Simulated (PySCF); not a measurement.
C2H6BFN2. Atoms are numbered in the order given.

```xyz
12

C      0.0662     2.6934     0.0000
N     -0.3498     1.3131     0.0000
C      0.5315     0.3898     0.0000
B      0.0721    -1.1233     0.0000
N     -1.2830    -1.4359     0.0000
F      1.0037    -2.0941     0.0000
H      1.1670     2.8322     0.0000
H     -0.3580     3.2032    -0.8822
H     -0.3580     3.2032     0.8822
H      1.6164     0.6443     0.0000
H     -1.6562    -2.3766     0.0000
H     -1.9616    -0.6820     0.0000
```
Charge 0, spin multiplicity 1.

Geometry optimised at B3LYP-D3(BJ)/def2-SVP. The structure was generated by enumeration; whether it is a known compound was not checked. The values are those of a single conformer.

Method: r2SCAN/def2-TZVP run with PySCF.

ESP charges are fitted to the potential on shells at 1.4 to 2.0 van der Waals radii. Atomic charges (e):

| atom | ESP fit | IAO | Löwdin |
|---|---|---|---|
| C1 | -0.30 | -0.31 | -0.33 |
| N2 | -0.33 | -0.24 | ? |
| C3 | 0.26 | -0.14 | -0.16 |
| B4 | 0.33 | 0.51 | ? |
| N5 | -0.80 | -0.59 | 0.07 |
| F6 | -0.25 | -0.34 | 0.30 |
| H7 | 0.10 | 0.11 | ? |
| H8 | 0.15 | 0.16 | ? |
| H9 | 0.15 | 0.16 | ? |
| H10 | 0.00 | 0.10 | 0.13 |
| H11 | 0.40 | 0.28 | ? |
| H12 | 0.30 | 0.30 | ? |

Task: Some entries are withheld; supply them. (An estimate is asked for; the answer gives what the named calculation found.)

Result: 
- N2, Löwdin: 0.10
- B4, Löwdin: -0.84
- H7, Löwdin: 0.10
- H8, Löwdin: 0.12
- H9, Löwdin: 0.12
- H11, Löwdin: 0.18
- H12, Löwdin: 0.19

Task: Give the Mayer and Wiberg (Löwdin basis) orders of the bonds. (An estimate is asked for; the answer gives what the named calculation found.)

Result: 
| bond | Mayer | Wiberg |
|---|---|---|
| C1–N2 | 0.96 | 1.41 |
| N2–C3 | 1.77 | 2.20 |
| C3–B4 | 0.96 | 1.15 |
| B4–N5 | 1.39 | 1.86 |
| B4–F6 | 1.12 | 2.00 |
| C1–H7 | 0.96 | 0.91 |
| C1–H8 | 0.96 | 0.91 |
| C1–H9 | 0.96 | 0.91 |
| C3–H10 | 0.93 | 0.82 |
| N5–H11 | 0.91 | 0.90 |
| N5–H12 | 0.89 | 0.87 |
